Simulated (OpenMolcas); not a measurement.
A run on Ti2+ with 4 ligands (fluoride) in tetrahedral coordination (Td) at 1.94 Å. A charge of +0.5 e stands 2.4 Å behind each ligand. Ligand basis ANO-RCC-VDZP.
```
Ti    0.0000    0.0000    0.0000
F     1.1201    1.1201    1.1201
F     1.1201   -1.1201   -1.1201
F    -1.1201    1.1201   -1.1201
F    -1.1201   -1.1201    1.1201
```

```
Program             : OpenMolcas 26.06
Method              : SS-CASPT2, IPEA 0.25 Eh, imaginary shift 0.1 Eh (closed shells correlated: 3s 3p and the ligand valence shells)
Basis               : ANO-RCC-VTZP [6s5p3d2f1g]
Scalar Hamiltonian  : DKH2, point nucleus
Active space        : 2 electrons in 5 orbitals (3d)
State averaging     : 2S+1 = 3 even, 10 roots; 2S+1 = 1 even, 15 roots
Spin-orbit coupling : RASSI with atomic mean-field integrals over the reference wave functions
```

115 basis functions. Blocks (2S+1, parity, CSFs, roots kept): 3, even, 10, 10; 1, even, 15, 15.

Question: How long do the CASPT2 steps take on 1 thread of Arm Neoverse V1, on a shared host?

Answer: About 2.5 min of wall time, without the integral step.
